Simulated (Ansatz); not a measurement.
Mulliken charges of FH4NSn (`[NH2][SnH2][F]`) from PBE/def2-TZVPP in Ansatz (PBE0-D4/def2-TZVP geometry).

| atom | x (Å) | y (Å) | z (Å) | charge (e) |
| --- | --- | --- | --- | --- |
| N1 | -0.825 | 0.088 | -0.943 | -0.535 |
| Sn2 | 0.498 | -0.065 | 0.543 | 0.932 |
| F3 | 0.234 | -1.827 | 1.272 | -0.460 |
| H4 | -1.584 | 0.741 | -0.830 | 0.152 |
| H5 | -0.470 | 0.125 | -1.886 | 0.152 |
| H6 | 0.113 | 0.971 | 1.834 | -0.120 |
| H7 | 2.095 | -0.102 | -0.037 | -0.120 |

Question: By hand: the dipole of these point charges (1 e Å = 4.8032 D).

Answer: Σ q r = (0.221, 0.760, -0.203) e Å, of length 0.817 e Å = 3.92 D.

Question: How does the dipole of the full density compare? (An estimate is asked.)

Answer: The calculation gave: (0.070, 0.671, -0.311) e Å, 3.57 D; the point charges give 1.10 times that, at 14° from its direction.

Point charges leave out the atoms' own dipoles, such as those of lone pairs, and Mulliken's split depends on the basis, so the close match here is no proof of good charges.
